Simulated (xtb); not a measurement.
Input file for xtb: GFN1-xTB on CH2O2 (a complex), monomers drawn apart or pushed together.

```
$ xtb mol.xyz --gfn 1 --sp --chrg 0 --uhf 0
5

O      0.50265137    -0.48885925    -0.95778760
C     -0.00848716     0.07421414    -0.08262689
O     -0.52000355     0.63784891     0.79265810
H     -0.10580079     0.05246248     3.22394243
H      0.12852840    -0.24893118     3.86283835
```

Program output:

```
[...]
           -------------------------------------------------
          |                Calculation Setup                |
           -------------------------------------------------



molecular fragmentation (1/2 indicates fragments):
11122
# atoms in fragment 1/2:     3     2
 fragment masses (1/2) :       44.01        2.02
CMA distance (Bohr)    :   6.860
constraining FC (au)   :  0.0500

           -------------------------------------------------
          |                 G F N 1 - x T B                 |
           -------------------------------------------------

        Reference                      10.1021/acs.jctc.7b00118
      * Hamiltonian:
        H0-scaling (s, p, d)           1.850000    2.250000    2.000000
        zeta-weighting                 0.000000
      * Dispersion:
        s8                             2.400000
        a1                             0.630000
        a2                             5.000000
        s9                             0.000000
      * Repulsion:
        kExp                           1.500000
        rExp                           1.000000
      * Coulomb:
        alpha                          2.000000
        third order                    atomic
        anisotropic                    false
      * Halogen bond correction:
        rad-scale                      1.300000
        damping                        0.440000


          ...................................................
          :                      SETUP                      :
          :.................................................:
          :  # basis functions                  16          :
          :  # atomic orbitals                  16          :
          :  # shells                           10          :
          :  # electrons                        18          :
          :  # halogen bonds                     0          :
          :  max. iterations                   250          :
          :  Hamiltonian                  GFN1-xTB          :
          :  restarted?                      false          :
          :  GBSA solvation                  false          :
          :  PC potential                    false          :
          :  electronic temp.          300.0000000     K    :
          :  accuracy                    1.0000000          :
          :  -> integral cutoff          0.2500000E+02      :
          :  -> integral neglect         0.1000000E-07      :
          :  -> SCF convergence          0.1000000E-05 Eh   :
          :  -> wf. convergence          0.2000000E-04 e    :
          :  Broyden damping             0.4000000          :
          :  net charge                          0          :
          :  unpaired electrons                  0          :
          ...................................................

 iter      E             dE          RMSdq      gap      omega  full diag
   1    -12.5759117 -0.125759E+02  0.714E+00   10.79       0.0  T
   2    -12.7050594 -0.129148E+00  0.413E+00    8.35       1.0  T
   3    -12.7159630 -0.109036E-01  0.227E+00    8.20       1.0  T
   4    -12.7170421 -0.107914E-02  0.271E-01    6.79       1.0  T
   5    -12.7174285 -0.386406E-03  0.970E-02    6.88       1.0  T
   6    -12.7174806 -0.521010E-04  0.951E-03    6.87       4.7  T
   7    -12.7174811 -0.430450E-06  0.186E-03    6.87      24.0  T
   8    -12.7174810  0.293937E-07  0.271E-03    6.87      16.5  T
   9    -12.7174811 -0.380538E-07  0.328E-05    6.87    1365.2  T
  10    -12.7174811 -0.601652E-11  0.667E-06    6.87    6705.5  T

   *** convergence criteria satisfied after 10 iterations ***

         #    Occupation            Energy/Eh            Energy/eV
      -------------------------------------------------------------
         1        2.0000           -0.9016744             -24.5358
       ...           ...                  ...                  ...
         3        2.0000           -0.7274997             -19.7963
         4        2.0000           -0.7198437             -19.5879
         5        2.0000           -0.7197631             -19.5858
         6        2.0000           -0.6625452             -18.0288
         7        2.0000           -0.6034593             -16.4210
         8        2.0000           -0.6029053             -16.4059
         9        2.0000           -0.5240900             -14.2612 (HOMO)
        10                         -0.2715435              -7.3891 (LUMO)
        11                         -0.2712098              -7.3800
        12                         -0.0841279              -2.2892
        13                         -0.0674974              -1.8367
        14                          0.2329383               6.3386
       ...                                ...                  ...
        16                          1.4579479              39.6728
      -------------------------------------------------------------
                  HL-Gap            0.2525465 Eh            6.8721 eV
             Fermi-level           -0.3978168 Eh          -10.8251 eV

 SCC (total)                   0 d,  0 h,  0 min,  0.005 sec
 SCC setup                      ...        0 min,  0.000 sec (  3.662%)
 Dispersion                     ...        0 min,  0.000 sec (  1.366%)
 classical contributions        ...        0 min,  0.000 sec (  0.891%)
 integral evaluation            ...        0 min,  0.001 sec ( 21.754%)
 iterations                     ...        0 min,  0.002 sec ( 36.649%)
 molecular gradient             ...        0 min,  0.001 sec ( 31.434%)
 printout                       ...        0 min,  0.000 sec (  3.887%)

         :::::::::::::::::::::::::::::::::::::::::::::::::::::
         ::                     SUMMARY                     ::
         :::::::::::::::::::::::::::::::::::::::::::::::::::::
         :: total energy             -12.580591722214 Eh    ::
         :: gradient norm              0.067619070345 Eh/a0 ::
         :: HOMO-LUMO gap              6.872140674320 eV    ::
         ::.................................................::
         :: SCC energy               -12.717481067608 Eh    ::
         :: -> electrostatic           0.071701480200 Eh    ::
         :: repulsion energy           0.137518912056 Eh    ::
         :: dispersion energy         -0.000629566662 Eh    ::
         :: halogen bond corr.         0.000000000000 Eh    ::
         :: add. restraining           0.000000000000 Eh    ::
         :: total charge               0.000000000000 e     ::
         :::::::::::::::::::::::::::::::::::::::::::::::::::::

           -------------------------------------------------
          |                Property Printout                |
           -------------------------------------------------

    * Orbital Energies and Occupations

         #    Occupation            Energy/Eh            Energy/eV
      -------------------------------------------------------------
         1        2.0000           -0.9016744             -24.5358
         2        2.0000           -0.8876231             -24.1535
         3        2.0000           -0.7274997             -19.7963
         4        2.0000           -0.7198437             -19.5879
         5        2.0000           -0.7197631             -19.5858
         6        2.0000           -0.6625452             -18.0288
         7        2.0000           -0.6034593             -16.4210
         8        2.0000           -0.6029053             -16.4059
         9        2.0000           -0.5240900             -14.2612 (HOMO)
        10                         -0.2715435              -7.3891 (LUMO)
        11                         -0.2712098              -7.3800
        12                         -0.0841279              -2.2892
        13                         -0.0674974              -1.8367
Note: The following floating-point exceptions are signalling: IEEE_DENORMAL
normal termination of xtb
        14                          0.2329383               6.3386
        15                          0.2695213               7.3340
        16                          1.4579479              39.6728
      -------------------------------------------------------------
                  HL-Gap            0.2525465 Eh            6.8721 eV
             Fermi-level           -0.3978168 Eh          -10.8251 eV

  Mulliken/CM5 charges         n(s)   n(p)   n(d)
     1O    -0.37063 -0.41208   1.714  4.657  0.000
     2C     0.74425  0.82675   0.914  2.342  0.000
     3O    -0.36998 -0.41528   1.714  4.656  0.000
     4H     0.00351  0.00715   0.996  0.000  0.000
     5H    -0.00715 -0.00653   1.007  0.000  0.000

Wiberg/Mayer (AO) data.
largest (>0.10) Wiberg bond orders for each atom

 ---------------------------------------------------------------------------
     #   Z sym  total        # sym  WBO       # sym  WBO       # sym  WBO
 ---------------------------------------------------------------------------
     1   8 O    2.245 --     2 C    1.926     3 O    0.319
     2   6 C    3.848 --     1 O    1.926     3 O    1.921
     3   8 O    2.247 --     2 C    1.921     1 O    0.319
     4   1 H    1.005 --     5 H    0.998
     5   1 H    1.001 --     4 H    0.998
 ---------------------------------------------------------------------------

Topologies differ in total number of bonds
Writing topology from bond orders to xtbtopo.mol

 dipole moment from electron density (au)
     X       Y       Z
  -0.0016   0.0027  -0.0247  total (Debye):    0.063


           -------------------------------------------------
          | TOTAL ENERGY              -12.580591722214 Eh   |
          | GRADIENT NORM               0.067619070345 Eh/α |
          | HOMO-LUMO GAP               6.872140674320 eV   |
           -------------------------------------------------

------------------------------------------------------------------------
------------------------------------------------------------------------
 total:
 SCF:
```

The run finished.

Cost: around 0.06 core-seconds (rough).
